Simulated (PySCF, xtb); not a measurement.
diarsenic anion (As₂), SMILES [As]#[As] (connectivity only; charge and spin as stated), charge -1, multiplicity 2. Atoms are numbered in the order given.

```xyz
2

As     0.0000     0.0000    -1.0915
As     0.0000     0.0000     1.0915
```
Charge -1, spin multiplicity 2.

The structure is a stationary point at r2SCAN-D4/def2-TZVPD. The spin state was assumed, not searched.

These are C-PCM-PBE0/def2-TZVPD run with PySCF values and carry that method's errors.

The values are the electrostatic part of the solvation free energy, E(continuum) − E(gas) at the gas-phase geometry, in a cavity of scaled van der Waals radii (PySCF's table); cavitation and dispersion terms are not included.

| solvent | ε | ΔG(elec) (kcal/mol) |
|---|---|---|
| water | 78.36 | -55.1 |
| n-hexane | 1.88 | -25.9 |
| dichloromethane | 8.93 | -49.5 |

For comparison, GFN2-xTB/ALPB(water) (xtb, at the GFN2-xTB geometry, all terms of that model) gives -53.6 kcal/mol.
